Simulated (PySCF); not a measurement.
Bond length, frequency and bond energy of KTe⁺ by level of theory

State: ³Σ⁻ (triplet), unpaired electrons π ↑↑. Set-up: basis K x2c-SVPall, Te x2c-SVPall; spin-free X2C with a Gaussian nucleus; PySCF 2.14. De refers to K⁺ + Te in their high-spin ground configurations, without counterpoise correction. The functionals are run spin-unrestricted. A positive dipole points towards Te; it is taken about the centre of mass and depends on that origin.

```
      Level  Re (Å)  ωe (cm⁻¹)  De (eV)   μ (D)
        UHF   3.762       82.0    0.436  -11.98
    UHF-MP2   3.711       87.9    0.491     n/a
UHF-SCS-MP2   3.724       86.9    0.483     n/a
   UHF-CCSD   3.720       87.7    0.492     n/a
UHF-CCSD(T)   3.719       88.0    0.498     n/a
        PBE   3.644       89.0     0.53  -11.06
     PBEsol   3.604       90.5     0.54  -10.95
     r²SCAN   3.673       86.5    0.446  -11.47
      M06-L   3.704       81.9    0.366  -11.58
      TPSSh   3.667       86.2    0.490  -11.34
       PBE0   3.636       89.1    0.497  -11.23
```

(1) Which functional lies closest to UHF-CCSD(T) in De, which farthest, and by how much do they differ from it?

(2) What does second-order correlation do here, going from UHF to UHF-MP2?

(3) What does all correlation do here, going from UHF to UHF-CCSD(T)?

Correlated steps freeze 23 core orbitals. Correlated levels converge slowly with the basis: in double zeta they bind strong bonds too weakly, by up to about 1 eV, and carry superposition errors of some tenths. Spin–orbit coupling is left out, which matters for elements this heavy, above all for dissociation energies. For an ion De counts to the pair picked by the measured ionisation energies or electron affinities, which need not be the lowest pair at this level. The state was picked by a PBE0 search and need not be the measured ground state.

## Answers

(1) Closest is PBE0 (-8.3 pm in Re, +1.2 % in ωe, -0.00 eV in De against UHF-CCSD(T) in the same basis), farthest M06-L (-1.5 pm in Re, -6.9 % in ωe, -0.13 eV in De). CCSD(T) converges more slowly with the basis than the functionals do and binds too weakly in this one, so the order can change at the basis-set limit.

(2) UHF-MP2 less UHF: -5.1 pm in Re, +7.2 % in ωe, +0.05 eV in De. Correlation nearly always deepens the well. The bond shortens, as in weak, metallic or heavy-atom bonds, where dispersion and the correlation of outer-core electrons pull the atoms together.

(3) UHF-CCSD(T) less UHF: -4.3 pm in Re, +7.3 % in ωe, +0.06 eV in De. Correlation nearly always deepens the well. The bond shortens, as in weak, metallic or heavy-atom bonds, where dispersion and the correlation of outer-core electrons pull the atoms together.
